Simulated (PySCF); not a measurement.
Vertical excitations of a molecule C4H7FSi from PySCF with TDDFT-PBE0/def2-SVPD, as energy in eV (oscillator strength): 6.21 (0.043), 6.56 (0.206), 6.88 (0.065), 7.18 (0.009), 7.46 (0.027), 7.50 (0.010), 7.77 (0.011), 7.85 (0.036), 8.09 (0.002), 8.18 (0.012). Lowest triplet (TDA): 3.95 eV. Coordinates come from a TPSSh-D3(BJ)/def2-SVP optimisation. The values are those of a single conformer.

Problem. Identify the compound among the candidates.
A) F[C@@H]1C=CC[SiH2]1
B) C#C[C@H](F)C[SiH3]
C) F[C@@H]1CC=C1[SiH3]
D) CC1=C[Si@H](F)C1

Solution. C, F[C@@H]1CC=C1[SiH3]
